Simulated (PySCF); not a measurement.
Molfile (atoms numbered from 1):
```
C7H13N3
     RDKit          3D

 23 23  0  0  0  0  0  0  0  0999 V2000
    3.7205   -0.3096   -0.1056 C   0  0  0  0  0  0  0  0  0  0  0  0
    2.3584    0.1127    0.0270 N   0  0  0  0  0  0  0  0  0  0  0  0
    1.2299   -0.6150   -0.1484 C   0  0  0  0  0  0  0  0  0  0  0  0
    0.2025    0.2738    0.0895 C   0  0  0  0  0  0  0  0  0  0  0  0
   -1.2842    0.0945    0.0377 C   0  0  0  0  0  0  0  0  0  0  0  0
   -1.8308    0.9618   -1.1028 C   0  0  0  0  0  0  0  0  0  0  0  0
   -1.6391   -1.3729   -0.2064 C   0  0  0  0  0  0  0  0  0  0  0  0
   -1.8799    0.5669    1.3683 C   0  0  0  0  0  0  0  0  0  0  0  0
    0.7686    1.4653    0.3891 N   0  0  0  0  0  0  0  0  0  0  0  0
    2.0412    1.3593    0.3497 N   0  0  0  0  0  0  0  0  0  0  0  0
    3.9293   -1.1448    0.5648 H   0  0  0  0  0  0  0  0  0  0  0  0
    3.9282   -0.6163   -1.1326 H   0  0  0  0  0  0  0  0  0  0  0  0
    4.3546    0.5356    0.1551 H   0  0  0  0  0  0  0  0  0  0  0  0
    1.2539   -1.6506   -0.4124 H   0  0  0  0  0  0  0  0  0  0  0  0
   -1.5450    1.9984   -0.9460 H   0  0  0  0  0  0  0  0  0  0  0  0
   -2.9156    0.8949   -1.1407 H   0  0  0  0  0  0  0  0  0  0  0  0
   -1.4286    0.6324   -2.0591 H   0  0  0  0  0  0  0  0  0  0  0  0
   -1.2264   -1.7193   -1.1517 H   0  0  0  0  0  0  0  0  0  0  0  0
   -1.2521   -2.0012    0.5934 H   0  0  0  0  0  0  0  0  0  0  0  0
   -2.7196   -1.4904   -0.2420 H   0  0  0  0  0  0  0  0  0  0  0  0
   -2.9661    0.5222    1.3327 H   0  0  0  0  0  0  0  0  0  0  0  0
   -1.5723    1.5904    1.5643 H   0  0  0  0  0  0  0  0  0  0  0  0
   -1.5324   -0.0614    2.1862 H   0  0  0  0  0  0  0  0  0  0  0  0
  1  2  1  0
  2  3  1  0
  3  4  2  0
  4  5  1  0
  5  6  1  0
  5  7  1  0
  5  8  1  0
  4  9  1  0
  9 10  2  0
 10  2  1  0
  1 11  1  0
  1 12  1  0
  1 13  1  0
  3 14  1  0
  6 15  1  0
  6 16  1  0
  6 17  1  0
  7 18  1  0
  7 19  1  0
  7 20  1  0
  8 21  1  0
  8 22  1  0
  8 23  1  0
M  END
```

PySCF calculation with NMR shieldings at PBE0/pcSseg-1/GIAO and GFN2-xTB structure; non-relativistic, in vacuum, rapidly exchanging positions averaged, a single conformation.

δ = σ(ref) − σ, references computed at the same level: TMS for ¹³C (σ = 186.93 ppm).

Problem. Do the ¹³C shifts follow the atomic charges (in e)? Tabulate both.

Solution. 
| atoms | hybridisation | δ (ppm) | σ para (ppm) | Hirshfeld | IAO | Mulliken | ESP-fitted |
| --- | --- | --- | --- | --- | --- | --- | --- |
| C4 | sp2 | 164.6 | -233 | +0.02 | +0.04 | +0.15 | +0.62 |
| C3 | sp2 | 123.8 | -192 | -0.04 | -0.16 | +0.16 | -0.80 |
| C1 | sp3 | 36.2 | -92 | -0.05 | -0.32 | -0.03 | -0.40 |
| C5 | sp3 | 33.1 | -87 | +0.03 | +0.05 | -0.59 | +0.24 |
| C6/C7/C8 | sp3 | 32.0 | -93 | -0.12 | -0.41 | -0.14 | -0.44 |

Correlation coefficients of δ with charge over these carbons: Hirshfeld +0.44, IAO +0.51, Mulliken +0.71, ESP-fitted +0.30; with the paramagnetic shielding -1.00. With so few points, grouped by hybridisation, these coefficients are fragile. Charge is one influence among several: hybridisation and low-lying excitations act through the paramagnetic term.

Shifts are as computed. Against solution values, carbons near 30 ppm lie about +3 ppm off and those near 130 ppm about +5 ppm. Of 1211 compounds with measured shifts, 218 miss one by over three times the rms of a fit or turn the order of signals round; such compounds aren't used in these exercises.
